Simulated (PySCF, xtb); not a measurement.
CH₃Cl₃Si, SMILES [Si](Cl)(Cl)(Cl)C.

GFN2-xTB in xtb at its own geometry gives an orbital gap of 6.85 eV and a dipole moment of 1.93 D.

Coordinates come from a B3LYP-D3(BJ)/def2-SVP optimisation. The isomer is the one that the SMILES or the coordinates give; other isomers of the formula were not compared.

Q: What does PySCF with PBE/def2-TZVP give? (Estimate from the structure and the level; the computed values follow.)

A: gap 6.66 eV (levels -7.74 and -1.08 eV), dipole 1.98 D.
